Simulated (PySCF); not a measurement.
Species: C₇H₄FNSe.
Cartesian coordinates in Å at the PBE0-D3(BJ)/def2-SVP level; atoms count from 1:
```xyz
14
C7H4FNSe angstrom
N     -3.2837   -1.6918    1.6637
C     -2.3689   -1.1333    1.2219
C     -1.2403   -0.4408    0.6775
C     -1.3622    0.8992    0.2822
C     -0.2591    1.5576   -0.2443
C      0.9475    0.8831   -0.3728
F      1.9902    1.5335   -0.8824
C      1.0974   -0.4522    0.0167
Se     2.7415   -1.3857   -0.1514
C     -0.0153   -1.1080    0.5445
H     -2.3171    1.4152    0.3886
H     -0.3130    2.5997   -0.5638
H      3.4685   -0.2331   -0.6937
H      0.0616   -2.1508    0.8592
```

Linear response at CAM-B3LYP/def2-SVPD (PySCF, frozen core in the response, non-relativistic). The CAM-B3LYP/def2-SVPD calculation is non-relativistic and has no spin–orbit coupling, an omission that weighs most on selenium.

Static isotropic polarisability: 115.61 au (17.13 Å³), principal values 67.6, 117.8, 161.4 au.

(1) What is the polarisability at 1064 nm and at the sodium D line?

(2) What is the isotropic C6 coefficient between two such molecules, C6 = (3/π)∫α(iω)² dω?

(3) Which effective excitation energy ω̄ makes London's formula C6 = (3/4)α²ω̄ exact here?

(4) How anisotropic is the static polarisability, by Δα² = ½[(α1 − α2)² + (α2 − α3)² + (α3 − α1)²]?

(5) The lowest 6 singlets have (eV, f): 4.64, 0.019; 4.85, 0.000; 5.17, 0.172; 5.63, 0.023; 5.86, 0.483; 6.01, 0.159. What share of the static polarisability do they carry in the sum over states α = Σ f/ω²?

(6) What n − 1 at the D line would an ideal gas of it have at 273.15 K and 1 atm (2.6868 × 10¹⁹ cm⁻³), by n − 1 = 2π·N·α′?

(7) What molar refraction at the D line follows from R = (4π/3)·N_A·α′, with α′ the polarisability volume?

(8) What three-body coefficient follows from the one-pole estimate C9 = (3/4)·α·C6?

(9) How many electrons N does the Slater–Kirkwood formula C6 = (3/4)·√N·α^(3/2) need to give this C6?

## Answers

(1) 117.38 au at 1064 nm (+1.5 %), 121.80 au at 589.3 nm (+5.4 %). The rise at 589.3 nm is 3.51 times that at 1064 nm; a pure ω² law gives 3.26. The lowest singlet lies at 267 nm, shorter than both wavelengths.

(2) 4601 au (Eh·bohr⁶) by a ten-point quadrature over imaginary frequencies, which is 2750 eV·Å⁶ or 265 J·nm⁶/mol.

(3) ω̄ = 4·C6/(3α²) = 0.459 Eh = 12.5 eV. A one-pole form α(ω) = α/(1 − ω²/ω̄²) fitted to the 1064 nm value gives 9.5 eV.

(4) Δα = 81.3 au, or 0.70 of the isotropic value.

(5) 19.63 au, 17.0 % of α; the largest term, 10.41 au, is that of the state at 5.86 eV. Their oscillator strengths add up to 0.86. Higher states carry the rest.

(6) 30.47 × 10⁻⁴, a formal value whether or not that pressure can be reached.

(7) α′ = 18.05 Å³ gives R = 45.53 cm³/mol, for isolated, non-vibrating species.

(8) 399000 au. This is an estimate from the two numbers above, not a computed integral.

(9) N = (4·C6/3)²/α³ = 24.4; the species has 96 electrons in all.

The run took about 2.1 min of CPU time (one thread, shared machine). This is the whole response run at CAM-B3LYP/def2-SVPD, SCF included.

One conformer stands for the species.
